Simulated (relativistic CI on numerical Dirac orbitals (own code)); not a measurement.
**Electric-dipole lines of Hf⁵⁰⁺**

Calculated at this level of theory: Dirac-Coulomb-Breit CI, orbitals from a KLI potential per configuration, model QED, unscaled Slater integrals (own radial code, finite nucleus).

CI space (outside the closed core [Ne]): 3s2.3p6.3d4, 3s2.3p5.3d5, 3s.3p6.3d5, 3s2.3p6.3d3.4s, 3s2.3p6.3d3.4p, 3s2.3p6.3d3.4d, 3s2.3p5.3d4.4s, 3s2.3p6.3d3.4f, 3s.3p6.3d4.4s, 3p6.3d5.4p, 3p6.3d6, 3p5.3d7, 3p5.3d6.4s, 3p6.3d5.4s, 3p5.3d5.4s2, 3s2.3p6.3d2.4s2, 3s2.3p6.3d.4s2.4p, 3s2.3p6.3d.4s2.4d. Double excitations out of closed p, d and f shells are left out; levels of such configurations are missing from the list, as are those of other unlisted configurations, and high levels can miss mixing partners.

| λ vac (Å) | Lower | Upper | A (s⁻¹) | E lower (eV) | E upper (eV) |
| --- | --- | --- | --- | --- | --- |
| 19.595 | 3s2.3p6.3d4 3G_4 [14] | 3s2.3p5.3d5 3D°_3 [198] | 2.84e+12 | 135.503 | 768.250 |
| 19.632 | 3s2.3p6.3d4 3H_5 [10] | 3s2.3p5.3d5 3F°_4 [191] | 1.82e+12 | 126.800 | 758.341 |
| 19.788 | 3s2.3p6.3d4 3H_4 [8] | 3s2.3p5.3d5 3F°_3 [188] | 1.77e+12 | 121.121 | 747.683 |
| 19.793 | 3s2.3p6.3d4 1I_6 [11] | 3s2.3p5.3d5 3G°_5 [190] | 4.78e+12 | 129.536 | 755.951 |
| 19.945 | 3s2.3p6.3d4 5D_1 [2] | 3s2.3p5.3d5 5P°_2 [175] | 1.31e+12 | 54.833 | 676.475 |
| 20.082 | 3s2.3p6.3d4 3F_4 [3] | 3s2.3p5.3d5 3D°_3 [176] | 4.24e+12 | 66.640 | 684.036 |
| 20.289 | 3s2.3p6.3d4 3F_3 [5] | 3s2.3p5.3d5 3D°_3 [176] | 1.70e+12 | 72.934 | 684.036 |
| 20.427 | 3s2.3p6.3d4 5D_2 [4] | 3s2.3p5.3d5 5P°_2 [175] | 2.28e+12 | 69.499 | 676.475 |
| 20.543 | 3s2.3p6.3d4 3F_3 [5] | 3s2.3p5.3d5 5P°_2 [175] | 2.09e+12 | 72.934 | 676.475 |
| 20.564 | 3s2.3p6.3d4 3F_4 [17] | 3s2.3p5.3d5 3F°_4 [191] | 1.64e+12 | 155.420 | 758.341 |
| 20.604 | 3s2.3p6.3d4 3H_4 [8] | 3s2.3p5.3d5 3H°_5 [180] | 8.64e+11 | 121.121 | 722.857 |
| 20.720 | 3s2.3p6.3d4 3G_4 [14] | 3s2.3p5.3d5 3G°_4 [186] | 1.98e+12 | 135.503 | 733.894 |
| 20.801 | 3s2.3p6.3d4 3H_5 [10] | 3s2.3p5.3d5 3H°_5 [180] | 1.45e+12 | 126.800 | 722.857 |
| 20.877 | 3s2.3p6.3d4 3H_5 [10] | 3s2.3p5.3d5 3G°_4 [179] | 1.29e+12 | 126.800 | 720.689 |
| 20.880 | 3s2.3p6.3d4 1I_6 [11] | 3s2.3p5.3d5 3H°_6 [181] | 2.27e+12 | 129.536 | 723.341 |
| 20.897 | 3s2.3p6.3d4 3H_4 [8] | 3s2.3p5.3d5 3G°_3 [178] | 1.69e+12 | 121.121 | 714.422 |
| 30.581 | 3s2.3p6.3d4 5D_2 [7] | 3s2.3p5.3d5 5P°_1 [119] | 1.62e+12 | 119.401 | 524.836 |
| 30.641 | 3s2.3p6.3d4 5D_4 [20] | 3s2.3p5.3d5 3D°_3 [158] | 1.05e+12 | 185.437 | 590.078 |
| 30.696 | 3s2.3p6.3d4 3H_4 [8] | 3s2.3p5.3d5 3F°_3 [120] | 5.96e+11 | 121.121 | 525.028 |
| 30.779 | 3s2.3p6.3d4 5D_2 [4] | 3s2.3p5.3d5 5P°_1 [78] | 1.18e+12 | 69.499 | 472.325 |
| 30.833 | 3s2.3p6.3d4 1I_6 [11] | 3s2.3p5.3d5 3G°_5 [125] | 1.14e+12 | 129.536 | 531.652 |
| 30.849 | 3s2.3p6.3d4 3F_4 [3] | 3s2.3p5.3d5 3D°_3 [73] | 3.93e+11 | 66.640 | 468.545 |
| 30.852 | 3s2.3p6.3d4 3H_6 [24] | 3s2.3p5.3d5 3G°_5 [160] | 1.40e+12 | 192.881 | 594.752 |
| 30.879 | 3s2.3p6.3d4 3F_4 [17] | 3s2.3p5.3d5 3D°_3 [140] | 1.04e+12 | 155.420 | 556.938 |
| 31.000 | 3s2.3p6.3d4 5D_1 [2] | 3s2.3p5.3d5 5F°_1 [64] | 1.19e+12 | 54.833 | 454.780 |
| 31.026 | 3s2.3p6.3d4 3F_4 [3] | 3s2.3p5.3d5 3F°_4 [71] | 1.65e+12 | 66.640 | 466.258 |
| 31.067 | 3s2.3p6.3d4 3F_3 [5] | 3s2.3p5.3d5 3D°_2 [77] | 1.29e+12 | 72.934 | 472.027 |
| 31.245 | 3s2.3p6.3d4 3G_5 [23] | 3s2.3p5.3d5 3F°_4 [157] | 1.14e+12 | 192.410 | 589.221 |
| 31.254 | 3s2.3p6.3d4 3H_5 [10] | 3s2.3p5.3d5 3G°_4 [116] | 8.49e+11 | 126.800 | 523.503 |
| 31.340 | 3s2.3p6.3d4 3F_3 [5] | 3s2.3p5.3d5 3D°_3 [73] | 6.21e+11 | 72.934 | 468.545 |
| 31.382 | 3s2.3p6.3d4 3H_4 [8] | 3s2.3p5.3d5 3G°_4 [111] | 5.22e+11 | 121.121 | 516.203 |
| 31.421 | 3s2.3p6.3d4 3F_4 [3] | 3s2.3p5.3d5 1F°_3 [69] | 3.96e+11 | 66.640 | 461.233 |
| 31.454 | 3s2.3p6.3d4 3P_0 [1] | 3s2.3p5.3d5 3D°_1 [38] | 1.43e+12 | 0.000 | 394.178 |
| 31.650 | 3s2.3p6.3d4 5D_2 [4] | 3s2.3p5.3d5 1F°_3 [69] | 4.57e+11 | 69.499 | 461.233 |
| 31.701 | 3s2.3p6.3d4 5D_2 [4] | 3s2.3p5.3d5 5F°_2 [68] | 1.04e+12 | 69.499 | 460.603 |
| 31.797 | 3s2.3p6.3d4 3H_5 [10] | 3s2.3p5.3d5 3H°_5 [112] | 1.02e+12 | 126.800 | 516.727 |
| 31.812 | 3s2.3p6.3d4 3F_4 [17] | 3s2.3p5.3d5 3F°_4 [133] | 9.38e+11 | 155.420 | 545.159 |
| 31.926 | 3s2.3p6.3d4 1I_6 [11] | 3s2.3p5.3d5 1I°_6 [114] | 1.10e+12 | 129.536 | 517.887 |
| 32.593 | 3s2.3p6.3d4 3F_4 [3] | 3s2.3p5.3d5 3G°_5 [60] | 3.74e+11 | 66.640 | 447.040 |
| 32.598 | 3s2.3p6.3d4 5D_4 [20] | 3s2.3p5.3d5 3G°_4 [145] | 7.31e+11 | 185.437 | 565.777 |
| 32.621 | 3s2.3p6.3d4 3F_3 [5] | 3s2.3p5.3d5 3G°_4 [63] | 5.93e+11 | 72.934 | 453.006 |
| 32.657 | 3s2.3p6.3d4 3G_5 [23] | 3s2.3p5.3d5 3G°_5 [152] | 7.37e+11 | 192.410 | 572.064 |
| 33.175 | 3s2.3p6.3d4 3H_6 [24] | 3s2.3p5.3d5 3H°_6 [147] | 6.44e+11 | 192.881 | 566.607 |
| 34.091 | 3s2.3p6.3d4 3F_4 [3] | 3s2.3p5.3d5 3G°_5 [54] | 2.23e+11 | 66.640 | 430.322 |
| 34.689 | 3s2.3p6.3d4 1I_6 [11] | 3s2.3p5.3d5 3I°_7 [90] | 2.51e+11 | 129.536 | 486.953 |

Terms are leading LS components. Brackets give the number of a level in order of energy, since labels repeat. The list gives strong lines, with weight on those to low levels, without lines whose two gauges differ by over a factor of 2.5, among the lowest 200 of 2375 levels, so that lines to higher ones, which can be the strongest, are missing. Levels whose partners in the same complex of configurations lie outside the list can be far off, and so can their lines. Rates are taken at the computed energies, electric ones in the length gauge.

At this charge energies of transitions that change n are usually good to better than 1 %, and those within a shell (Δn = 0) to a few per cent.

Question: From the table, what is the radiative lifetime of 3s2.3p5.3d5 5P°_2?

Answer: The listed rates from this level add up to about 5.69e+12 s⁻¹, 100 % of its decay; with all channels τ = 1.75e-13 s.

LS names give the leading component of a level, which can be under half, so a name can repeat, a term be missing and a line seem to break the LS rules.
